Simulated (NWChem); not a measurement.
System: MgH2SO; SMILES [OH][Mg][SH]

```xyz
5

Mg     0.0232    -0.5914     0.0008
O      0.0108    -2.3870    -0.0634
H      0.0094    -3.0465     0.6369
S      0.0575     1.7144    -0.0083
H     -1.2937     1.8100    -0.0068
```
Atoms are numbered in this order, from 1.

Results from NWChem. Geometry: optimised at B3LYP/6-31G* (spherical d). Vertical excitations in the gas phase.

### Question
Estimate the computed values for PBE/aug-cc-pVDZ, TDA. Quantities: lowest excitation, singlet (eV); oscillator strength of that lowest state; orbital gap (eV).

### Answer
The lowest excitation, singlet (eV) comes out as 3.93 and the oscillator strength of that lowest state comes out as 0.038. The orbital gap (eV) is 3.85.
